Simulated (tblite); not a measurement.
F$_{4}$V (SMILES [F][V+]([F])([F])[F]), charge +1, singlet, at a GFN2-xTB geometry (such geometries of metal compounds can be far from the true shape) (the multiplicity is a formal guess); IPEA1-xTB (tblite).

The tblite input:
```
$ tblite run mol.xyz --method ipea1 --charge 1 --spin 0 --json tblite.json --no-restart

# file mol.xyz
5

V     -0.00000000    -0.00000000    -0.00000000
F      1.05787016     0.73619422    -0.92212232
F      0.75522470    -0.97142821     0.99867095
F     -0.99429019    -0.84029363    -0.90370040
F     -0.81880467     1.07552761     0.82715177
```

The log (banner, timings and long lists left out):

```
xTB calculator
 | screened Coulomb repulsion
 | Coulomb electrostatics
 |  * isotropic Klopman-Ohno-Mataga-Nishimoto electrostatics
 |  * onsite third-order electrostatics
 | DFT-D3(BJ) dispersion correction

halogen bonding energy    0.0000000000000E+00 Eh
repulsion energy          4.1134726510753E-02 Eh
dispersion energy        -9.1807801997426E-04 Eh
number of electrons       3.2000000000000E+01 e
integral cutoff           4.0000000000000E+01 bohr

------------------------------------------------------------
  cycle        total energy    energy error   density error
------------------------------------------------------------
      1     -17.75391011800  -1.7794127E+01   1.0027926E+00
      2     -15.05900098753   2.6949091E+00   2.6643470E+00
      3     -20.54007514393  -5.4810742E+00   6.6917568E-01
      4     -22.43741659483  -1.8973415E+00   1.7046724E-01
      5     -22.57477695138  -1.3736036E-01   5.8871384E-02
      6     -22.59348160041  -1.8704649E-02   5.4150746E-03
      7     -22.59350452056  -2.2920151E-05   4.6412050E-03
      8     -22.59355512156  -5.0600993E-05   4.8974384E-04
      9     -22.59355543590  -3.1433924E-07   1.9282864E-04
     10     -22.59355559523  -1.5932984E-07   2.3519174E-05
     11     -22.59355559689  -1.6616291E-09   1.4050531E-05
------------------------------------------------------------

electronic energy        -2.2633772245378E+01 Eh
total energy             -2.2593555596888E+01 Eh

Post processing:
 | Mayer-Wiberg bond orders

[Info] JSON dump of results written to 'tblite.json'
```
